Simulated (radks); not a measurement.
Values are calculated unless marked as measured or tabulated.
Task: Radial electron density D(r) = 4 pi r^2 rho(r) of an atom or ion with 32 electrons. Code: a radial shooting solver on a logarithmic mesh with Libxc functionals. Model: Dirac Kohn-Sham, PBEsol, spin-unpolarised, spherical densities, finite nucleus; Fermi nuclear charge, rms radius of each element as measured or else 0.836 A^(1/3) + 0.57 fm.

```
   r/bohr * D(r) (the largest magnitude, 47.7, reaches the edge; | marks zero)
 0.002271 | *
 0.002602 | *
 0.002981 |  *
 0.003415 |   *
 0.003882 |    *
 0.004447 |     *
 0.005095 |       *
 0.005837 |        *
 0.006634 |          *
 0.007601 |             *
 0.008708 |                *
 0.009977 |                   *
  0.01134 |                       *
  0.01299 |                          *
  0.01488 |                               *
  0.01705 |                                   *
  0.01938 |                                      *
   0.0222 |                                          *
  0.02544 |                                            *
  0.02914 |                                              *
  0.03339 |                                              *
  0.03795 |                                             *
  0.04348 |                                           *
  0.04981 |                                         *
  0.05707 |                                      *
  0.06486 |                                     *
  0.07431 |                                      *
  0.08514 |                                        *
  0.09754 |                                             *
   0.1109 |                                                 *
    0.127 |                                                     *
   0.1455 |                                                      *
   0.1667 |                                                    *
   0.1895 |                                              *
   0.2171 |                                       *
   0.2487 |                                *
   0.2849 |                            *
   0.3238 |                           *
    0.371 |                             *
   0.4251 |                                *
    0.487 |                                  *
   0.5579 |                                *
   0.6341 |                            *
   0.7265 |                     *
   0.8323 |               *
   0.9536 |         *
    1.084 |      *
    1.242 |    *
    1.423 |   *
     1.63 |   *
    1.852 |   *
    2.122 |  *
    2.431 | *
    2.786 |*
    3.166 |*
    3.627 *
    4.156 *
    4.761 *
    5.411 *
      6.2 *
    7.103 *
```

What is the nuclear charge?

Result: Z = 33. The innermost maximum, from 1s, lies near gamma/Z bohr with gamma = sqrt(1 - (Z/c)^2) = 0.971, here 0.0294 bohr (found: 0.0318), and its height grows with Z. The density is that of the arsenic ion As+ in [Ar] 3d9 4s1 4p4; the configuration itself is not fixed sharply by these data, and Z only to about a unit. D(r) has 3 maxima, at r = 0.0318, 0.143, 0.487 bohr, and minima at 0.0670, 0.311 bohr, inside which lie 2.09, 10.96 electrons.
